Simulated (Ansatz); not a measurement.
Which is lower?

The two ends of one reaction step of SiN₃H₇O, closed shell (PBE0-D4/def2-TZVP).

A:

```tsv
atom	x (Å)	y (Å)	z (Å)
Si1	-0.0902	-0.1114	0.1212
N2	0.9386	1.1731	0.6215
O3	-0.7044	-0.7398	1.5186
H4	-0.9407	-0.0897	2.1808
N5	-1.1131	0.6421	-1.0174
N6	0.4815	-1.5233	-0.6468
H7	1.5889	1.0193	1.3753
H8	1.3416	1.7779	-0.0761
H9	-1.7436	0.0858	-1.5699
H10	-1.4641	1.5723	-0.8648
H11	0.7701	-2.3161	-0.0997
H12	0.9355	-1.4901	-1.5426
```

B:

| atom | x (Å) | y (Å) | z (Å) |
| --- | --- | --- | --- |
| Si1 | -0.4649 | -0.3884 | 0.2173 |
| N2 | 0.8124 | 0.8945 | 0.9786 |
| O3 | -1.1852 | -0.8511 | 1.4871 |
| H4 | 0.2871 | 1.5659 | 1.5296 |
| N5 | -1.1650 | 0.6679 | -0.9565 |
| N6 | 0.6589 | -1.3886 | -0.6192 |
| H7 | 1.4217 | 0.3828 | 1.6087 |
| H8 | 1.3730 | 1.3865 | 0.2908 |
| H9 | -1.1678 | 0.3853 | -1.9241 |
| H10 | -2.0712 | 1.0404 | -0.7139 |
| H11 | 0.7500 | -2.3323 | -0.2771 |
| H12 | 0.7510 | -1.3628 | -1.6215 |

Program: Ansatz 0.2.0. Basis: def2-TZVPP. Cores are frozen in the correlated methods. B3LYP uses VWN-RPA correlation.

(1) Which structure is lower at CCSD(T), and by how much? (To be estimated.)

The T1 diagnostic stays at or below 0.013.

## Answers

(1) By the calculation: A, by 28.13 kcal/mol (electronic energy, against the other). By their contacts, A is SiN₃H₇O ([NH2][Si]([NH2])([NH2])[OH]) and B is SiN₃H₇O ([NH2][Si]([NH2])([NH3])[O]).

All methods give the same order:

```json
{"method": "SPW92", "E(B) − E(A) (kcal/mol)": "26.63"}
{"method": "PBE-D4", "E(B) − E(A) (kcal/mol)": "24.49"}
{"method": "BLYP-D4", "E(B) − E(A) (kcal/mol)": "24.10"}
{"method": "r2SCAN-D4", "E(B) − E(A) (kcal/mol)": "27.16"}
{"method": "B97M-V", "E(B) − E(A) (kcal/mol)": "27.69"}
{"method": "PBE0-D4", "E(B) − E(A) (kcal/mol)": "27.88"}
{"method": "B3LYP-D4", "E(B) − E(A) (kcal/mol)": "27.09"}
{"method": "r2SCAN0-D4", "E(B) − E(A) (kcal/mol)": "29.46"}
{"method": "BHLYP-D4", "E(B) − E(A) (kcal/mol)": "30.54"}
{"method": "CAM-B3LYP-D4", "E(B) − E(A) (kcal/mol)": "28.71"}
{"method": "wB97X-V", "E(B) − E(A) (kcal/mol)": "28.42"}
{"method": "wB97M-V", "E(B) − E(A) (kcal/mol)": "28.27"}
{"method": "B2PLYP", "E(B) − E(A) (kcal/mol)": "27.17"}
{"method": "PBE-QIDH", "E(B) − E(A) (kcal/mol)": "29.03"}
{"method": "RPA on PBE", "E(B) − E(A) (kcal/mol)": "27.25"}
{"method": "HF", "E(B) − E(A) (kcal/mol)": "33.63"}
{"method": "MP2", "E(B) − E(A) (kcal/mol)": "27.33"}
{"method": "CCSD", "E(B) − E(A) (kcal/mol)": "29.33"}
{"method": "CCSD(T)", "E(B) − E(A) (kcal/mol)": "28.13"}
```

Labels in which every atom is bracketed show which atoms are joined, not bond orders.

For scale, one of the runs: CCSD(T)/def2-TZVPP, 264 basis functions, launched by `ansatz run in.yaml --threads 8 --pin off --events-out ev --progress --plain --max-ram 19148MiB`. Time: 93 s of wall clock on 8 CPU threads of an Arm Neoverse V2; the host was shared. Peak host memory: 6.7 GiB.
